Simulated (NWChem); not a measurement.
System: KF; SMILES [F][K]

```xyz
2

K      0.0000     0.0000    -0.7084
F      0.0000     0.0000     1.4306
```
Atoms are numbered in this order, from 1.

Structure relaxed at the PBE0/def2-SVP level.

Problem. List the 4 lowest vertical singlet excitations from PBE0/6-31+G* (spherical d), TDA (NWChem).

Solution. 
```
state  energy (eV)  oscillator strength  leading excitation (squared amplitude)
-----  -----------  -------------------  --------------------------------------
S1            4.22                0.007                    HOMO−1 → LUMO (0.98)
S2            4.22                0.007                    HOMO−2 → LUMO (0.98)
S3            4.23                0.042                      HOMO → LUMO (0.98)
S4            5.63                0.002                    HOMO → LUMO+2 (0.70)
```
